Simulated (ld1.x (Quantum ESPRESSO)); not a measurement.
BP86 TM dataset for Zn (Z = 30), scalar-relativistic all-electron reference.

```
Element                 : zinc (Zn)
Generator               : ld1.x (Quantum ESPRESSO) 7.5
Type                    : norm-conserving Troullier–Martins (Kleinman–Bylander form)
Functional              : BP86
Relativity              : scalar-relativistic
Frozen core             : [Ne]
Valence charge          : 20
Reference configuration : 3s2 3p6 3d10 4s0 4p0 (charge +2)
Partial waves           : 3s (bound): rc 1.15 bohr; 3p (bound): rc 0.95 bohr; 3d (bound): rc 1.15 bohr
Local potential         : all-electron potential smoothed inside 1.05 bohr (lloc = -1)
Core correction         : none
```

All-electron outer shells of the reference configuration (BP86, scalar-relativistic, ld1.x):

| shell | level (eV) | outermost node (bohr) | outermost maximum (bohr) |
| --- | --- | --- | --- |
| 2p | -1024.95 | – | 0.15 |
| 3s | -150.15 | 0.28 | 0.59 |
| 3p | -104.36 | 0.25 | 0.59 |
| 3d | -30.94 | – | 0.57 |
| 4s | -22.87 | 0.84 | 1.89 |
| 4p | -15.36 | 0.91 | 2.25 |

Does the generator finish with these settings?

Yes, a potential is produced and its reference levels are reproduced.

Estimate the cutoffs (Ry, on a coarse ladder) from which the occupation-weighted sum of valence levels, in a spherical-Bessel basis at the reference potential, stays within 10 and 1 mRy of its value at 400 Ry.

200 Ry and over 300 Ry.

Does the potential have ghost states?

No extra level below or beside the all-electron valence levels (s, p, d, f tested).

Which valence shell sets the plane-wave cutoff?

3d: its level needs 200 Ry to come within 1 mRy, against 120 Ry for 3p.

Tests: 3s2 3p6 3d10 4s2 4p0; 3s2 3p6 3d10 4s1 4p0; 3s2 3p6 3d9 4s0 4p0; 3s2 3p6 3d10 4s1 4p1; 3s1 3p6 3d10 4s2 4p0; 3s2 3p6 3d9 4s2 4p1; 3s2 3p6 3d10 4s0 4p1. Which has the largest error in its energy relative to the reference configuration, and how large is it?

3s1 3p6 3d10 4s2 4p0, with -193 meV (all-electron minus pseudo) on +109.55 eV.
